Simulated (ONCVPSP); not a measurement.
# germanium (Ge): one change to an ONCV potential, before and after

Ge, optimised norm-conserving Vanderbilt (ONCV), made with ONCVPSP 4.0.1 (revPBE, scalar-relativistic). Core [Ar] 3d10, reference 4s1.75 4p2.25. Waves: 4s: rc 1.40 bohr, ncon 3, nbas 6, qcut 4.6 1/bohr, local; 4p: rc 1.85 bohr, ncon 3, nbas 7, qcut 4.2 1/bohr, 2 projectors, debl 3.7 Ha; d scattering state at 0.24 Ha: rc 1.55 bohr, ncon 4, nbas 8, qcut 7 1/bohr, 1 projector. Local part: the s channel. Core correction: none.

All-electron outer shells of the reference configuration (revPBE, scalar-relativistic, ld1.x):

```tsv
shell	level (eV)	outermost node (bohr)	outermost maximum (bohr)
3p	-116.08	0.23	0.54
3d	-29.71	–	0.50
4s	-11.91	0.77	1.75
4p	-4.03	0.82	2.22
```

Change: functional PBE.

Cutoffs: the cutoffs (Ha) at which the residual kinetic energy of the hardest occupied pseudo-wave falls to 1 and 0.1 mHa per electron; they do not see the model core or the augmentation charge, which bear on the density cutoff. Errors are all-electron minus pseudo energies relative to the spin-unpolarised reference configuration.

Q: Predict the effect on cutoff, ghosts and configuration errors.

A: The potential gets neither clearly harder nor softer (8.6 Ha and 28 Ha → 8.7 Ha and 29 Ha); both files keep a bound ghost (d); of the 4 tests that both files solve, the error grows in 1 and shrinks in 2 by more than 15 % and 0.3 meV (median size 18.8 → 3.0 meV).

```csv
quantity,base,changed
"cutoff, loose",8.6 Ha,8.7 Ha
"cutoff, tight",28 Ha,29 Ha
loose cutoff by channel,"s 8.6 Ha, p 6.0 Ha","s 8.7 Ha, p 6.1 Ha"
bound ghosts,d,d
GHOST(+) flags under 300 eV,p at 122.2 eV,p at 122.6 eV
"error for 4s2 4p2, meV [ΔE -1.96 → -1.97 eV]",+0.9,+1.1
"error for 4s2 4p1, meV [ΔE 5.43 → 5.48 eV]",-5.1,-0.2
"error for 4s2 4p0, meV [ΔE 20.78 → 20.92 eV]",-41,-4.9
"error for 4s0 4p4, meV [ΔE 14.16 → 14.23 eV]",+32,+41
s: phases at 1.42 bohr within 0.05 rad from the reference energy up to (Ha; the scan ends near 5),3.9,3.9
p: phases at 1.87 bohr within 0.05 rad from the reference energy up to (Ha; the scan ends near 5),4.2,4.2
d: phases at 1.58 bohr within 0.05 rad from the reference energy up to (Ha; the scan ends near 5),0.9,0.9
```

 A true bound ghost makes a file unfit for plane-wave use even where its test errors are small: the radial tests pick states by their node count and pass the ghost by.
